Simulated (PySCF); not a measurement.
trans-(1S,2S)-1,2-dimethylcyclopropane (C5H10), SMILES C[C@H]1C[C@@H]1C.

Geometry: PBE-D3(BJ)/def2-SVP.

Method: PBE-D3(BJ)/def2-SVP in PySCF.

Frequencies are harmonic and unscaled.

```json
[
 {"mode": "1", "ν (cm⁻¹)": "196", "IR (km/mol)": "0.2", "moving atoms (share of kinetic energy)": "H 82 %, C 18 %"},
 {"mode": "2", "ν (cm⁻¹)": "214", "IR (km/mol)": "0.0", "moving atoms (share of kinetic energy)": "H 89 %, C 11 %"},
 {"mode": "3", "ν (cm⁻¹)": "231", "IR (km/mol)": "0.5", "moving atoms (share of kinetic energy)": "H 55 %, C 45 %"},
 {"mode": "4", "ν (cm⁻¹)": "281", "IR (km/mol)": "0.3", "moving atoms (share of kinetic energy)": "C 56 %, H 44 %"},
 {"mode": "5", "ν (cm⁻¹)": "403", "IR (km/mol)": "0.1", "moving atoms (share of kinetic energy)": "C 63 %, H 37 %"},
 {"mode": "6", "ν (cm⁻¹)": "415", "IR (km/mol)": "0.2", "moving atoms (share of kinetic energy)": "C 53 %, H 47 %"},
 {"mode": "7", "ν (cm⁻¹)": "773", "IR (km/mol)": "7.9", "moving atoms (share of kinetic energy)": "C 61 %, H 39 %"},
 {"mode": "8", "ν (cm⁻¹)": "779", "IR (km/mol)": "0.1", "moving atoms (share of kinetic energy)": "C 55 %, H 45 %"},
 {"mode": "9", "ν (cm⁻¹)": "823", "IR (km/mol)": "0.3", "moving atoms (share of kinetic energy)": "H 82 %, C 18 %"},
 {"mode": "10", "ν (cm⁻¹)": "857", "IR (km/mol)": "7.8", "moving atoms (share of kinetic energy)": "H 83 %, C 17 %"},
 {"mode": "11", "ν (cm⁻¹)": "921", "IR (km/mol)": "0.4", "moving atoms (share of kinetic energy)": "C 55 %, H 45 %"},
 {"mode": "12", "ν (cm⁻¹)": "944", "IR (km/mol)": "5.9", "moving atoms (share of kinetic energy)": "H 81 %, C 19 %"},
 {"mode": "13", "ν (cm⁻¹)": "995", "IR (km/mol)": "7.4", "moving atoms (share of kinetic energy)": "H 78 %, C 22 %"},
 {"mode": "14", "ν (cm⁻¹)": "1052", "IR (km/mol)": "5.4", "moving atoms (share of kinetic energy)": "H 89 %, C 11 %"},
 {"mode": "15", "ν (cm⁻¹)": "1073", "IR (km/mol)": "0.2", "moving atoms (share of kinetic energy)": "C 50 %, H 50 %"},
 {"mode": "16", "ν (cm⁻¹)": "1080", "IR (km/mol)": "1.6", "moving atoms (share of kinetic energy)": "C 52 %, H 48 %"},
 {"mode": "17", "ν (cm⁻¹)": "1082", "IR (km/mol)": "2.0", "moving atoms (share of kinetic energy)": "H 55 %, C 45 %"},
 {"mode": "18", "ν (cm⁻¹)": "1155", "IR (km/mol)": "0.5", "moving atoms (share of kinetic energy)": "C 50 %, H 50 %"},
 {"mode": "19", "ν (cm⁻¹)": "1162", "IR (km/mol)": "0.0", "moving atoms (share of kinetic energy)": "H 55 %, C 45 %"},
 {"mode": "20", "ν (cm⁻¹)": "1200", "IR (km/mol)": "0.4", "moving atoms (share of kinetic energy)": "H 63 %, C 37 %"},
 {"mode": "21", "ν (cm⁻¹)": "1286", "IR (km/mol)": "4.0", "moving atoms (share of kinetic energy)": "H 72 %, C 28 %"},
 {"mode": "22", "ν (cm⁻¹)": "1338", "IR (km/mol)": "0.0", "moving atoms (share of kinetic energy)": "H 82 %, C 18 %"},
 {"mode": "23", "ν (cm⁻¹)": "1351", "IR (km/mol)": "3.5", "moving atoms (share of kinetic energy)": "H 72 %, C 28 %"},
 {"mode": "24", "ν (cm⁻¹)": "1378", "IR (km/mol)": "0.5", "moving atoms (share of kinetic energy)": "H 75 %, C 25 %"},
 {"mode": "25", "ν (cm⁻¹)": "1411", "IR (km/mol)": "2.5", "moving atoms (share of kinetic energy)": "H 97 %"},
 {"mode": "26", "ν (cm⁻¹)": "1411", "IR (km/mol)": "5.4", "moving atoms (share of kinetic energy)": "H 96 %"},
 {"mode": "27", "ν (cm⁻¹)": "1416", "IR (km/mol)": "3.4", "moving atoms (share of kinetic energy)": "H 93 %"},
 {"mode": "28", "ν (cm⁻¹)": "1420", "IR (km/mol)": "12.5", "moving atoms (share of kinetic energy)": "H 97 %"},
 {"mode": "29", "ν (cm⁻¹)": "1462", "IR (km/mol)": "1.6", "moving atoms (share of kinetic energy)": "C 64 %, H 36 %"},
 {"mode": "30", "ν (cm⁻¹)": "2958", "IR (km/mol)": "65.0", "moving atoms (share of kinetic energy)": "H 97 %"},
 {"mode": "31", "ν (cm⁻¹)": "2959", "IR (km/mol)": "7.7", "moving atoms (share of kinetic energy)": "H 97 %"},
 {"mode": "32", "ν (cm⁻¹)": "3041", "IR (km/mol)": "12.2", "moving atoms (share of kinetic energy)": "H 91 %, C 9 %"},
 {"mode": "33", "ν (cm⁻¹)": "3041", "IR (km/mol)": "28.0", "moving atoms (share of kinetic energy)": "H 91 %, C 9 %"},
 {"mode": "34", "ν (cm⁻¹)": "3043", "IR (km/mol)": "11.4", "moving atoms (share of kinetic energy)": "H 91 %, C 9 %"},
 {"mode": "35", "ν (cm⁻¹)": "3044", "IR (km/mol)": "2.8", "moving atoms (share of kinetic energy)": "H 91 %, C 9 %"},
 {"mode": "36", "ν (cm⁻¹)": "3051", "IR (km/mol)": "18.3", "moving atoms (share of kinetic energy)": "H 95 %"},
 {"mode": "37", "ν (cm⁻¹)": "3060", "IR (km/mol)": "4.4", "moving atoms (share of kinetic energy)": "H 91 %, C 9 %"},
 {"mode": "38", "ν (cm⁻¹)": "3065", "IR (km/mol)": "45.9", "moving atoms (share of kinetic energy)": "H 92 %, C 8 %"},
 {"mode": "39", "ν (cm⁻¹)": "3144", "IR (km/mol)": "9.5", "moving atoms (share of kinetic energy)": "H 89 %, C 11 %"}
]
```
